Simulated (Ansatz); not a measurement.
Reaction (redistribution): `C[NH][Al]([CH3])[F]` + `CO[SiH](N)Br` → `C[NH][Al]([F])[Br]` + `CO[SiH](C)N`

Program: Ansatz. Geometries: PBE0-D4/def2-TZVP. ΔE: electronic, gas phase. CBS: MP2 limit from def2 TZ/QZ plus the TZ coupled-cluster correction, frozen cores. For Br outer-core shells are correlated without core-valence functions, which leaves a few kJ/mol of doubt a bond. Scalar relativity is left out up to krypton. One conformer a species, not always the lowest.

```
              species  CCSD(T)/CBS(def2) energy (Eh)
`C[NH][Al]([CH3])[F]`                     -476.95256
       `CO[SiH](N)Br`                    -3034.06031
 `C[NH][Al]([F])[Br]`                    -3010.47210
        `CO[SiH](C)N`                     -500.56049
```

Q: Work out ΔE.

A: ΔE = (-3010.47210) + (-500.56049) − (-476.95256) − (-3034.06031) = -0.01972 Eh = -0.54 eV.

Largest T1 diagnostic among the species: 0.011.

In def2-TZVPP, CCSD(T) changes the Hartree–Fock value by +0.08 eV (the triples alone add +0.02 eV) and MP2 by +0.09 eV. From PBE to PBE0 (25 % exact exchange), in def2-TZVPP and without D4, ΔE moves by −0.05 eV.
